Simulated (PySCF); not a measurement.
Simulated outer-valence photoelectron spectrum of `O=C(O)C[SiH3]`. Level of theory: EOM-IP-CCSD/aug-cc-pVDZ in PySCF, restricted Hartree–Fock reference, 9 core orbitals frozen, non-relativistic, gas phase, PBE0-D3(BJ)/def2-SVP geometry.

Each root has a Gaussian of 0.5 eV full width with its one-hole share as area; cross sections and vibrations are left out, and the highest printed point is 100.

```json
{"ionisation energy (eV)": "9.8", "intensity": "0"}
{"ionisation energy (eV)": "10.0", "intensity": "3"}
{"ionisation energy (eV)": "10.2", "intensity": "19"}
{"ionisation energy (eV)": "10.4", "intensity": "45"}
{"ionisation energy (eV)": "10.6", "intensity": "45"}
{"ionisation energy (eV)": "10.8", "intensity": "18"}
{"ionisation energy (eV)": "11.0", "intensity": "5"}
{"ionisation energy (eV)": "11.2", "intensity": "12"}
{"ionisation energy (eV)": "11.4", "intensity": "37"}
{"ionisation energy (eV)": "11.6", "intensity": "52"}
{"ionisation energy (eV)": "11.8", "intensity": "42"}
{"ionisation energy (eV)": "12.0", "intensity": "51"}
{"ionisation energy (eV)": "12.2", "intensity": "75"}
{"ionisation energy (eV)": "12.4", "intensity": "100"}
{"ionisation energy (eV)": "12.6", "intensity": "100"}
{"ionisation energy (eV)": "12.8", "intensity": "53"}
{"ionisation energy (eV)": "13.0", "intensity": "12"}
{"ionisation energy (eV)": "13.2", "intensity": "1"}
{"ionisation energy (eV)": "13.4", "intensity": "0"}
{"ionisation energy (eV)": "13.6", "intensity": "2"}
{"ionisation energy (eV)": "13.8", "intensity": "13"}
{"ionisation energy (eV)": "14.0", "intensity": "39"}
{"ionisation energy (eV)": "14.2", "intensity": "51"}
{"ionisation energy (eV)": "14.4", "intensity": "38"}
{"ionisation energy (eV)": "14.6", "intensity": "44"}
{"ionisation energy (eV)": "14.8", "intensity": "50"}
{"ionisation energy (eV)": "15.0", "intensity": "26"}
{"ionisation energy (eV)": "15.2", "intensity": "11"}
{"ionisation energy (eV)": "15.4", "intensity": "25"}
{"ionisation energy (eV)": "15.6", "intensity": "48"}
{"ionisation energy (eV)": "15.8", "intensity": "39"}
{"ionisation energy (eV)": "16.0", "intensity": "13"}
{"ionisation energy (eV)": "16.2", "intensity": "2"}
{"ionisation energy (eV)": "16.4", "intensity": "0"}
```

Where are the maxima, and how many lines lie under the curve?

6 maxima, at 10.5, 11.6, 12.5, 14.2, 14.7 and 15.7 eV, from 8 lines. At this width some lines have no maximum of their own.

List the lines with their holes.

| E (eV) | leading hole (HF orbital) | area | Koopmans (eV) |
| --- | --- | --- | --- |
| 10.50 | HOMO | 0.94 | 12.20 |
| 11.57 | HOMO-1 | 0.94 | 12.66 |
| 12.14 | HOMO-4 | 0.95 | 13.71 |
| 12.50 | HOMO-2 | 0.95 | 13.08 |
| 12.61 | HOMO-3 | 0.95 | 13.32 |
| 14.15 | HOMO-5 | 0.95 | 15.80 |
| 14.75 | HOMO-6 | 0.95 | 16.10 |
| 15.65 | HOMO-7 | 0.92 | 17.34 |

The widest gap, 1.54 eV, lies between 12.61 and 14.15 eV. Only orbitals with −ε under 21 eV, eight at most, were ionised, so the high end of the curve may lack lines.

Shape of the structure used: `[O:1]=[C:2]([OH:3])[CH2:4][SiH3:5]`: O1–C2–C4–Si5 -87°, H–O3–C2–O1 0°.

One conformer stands for the species.
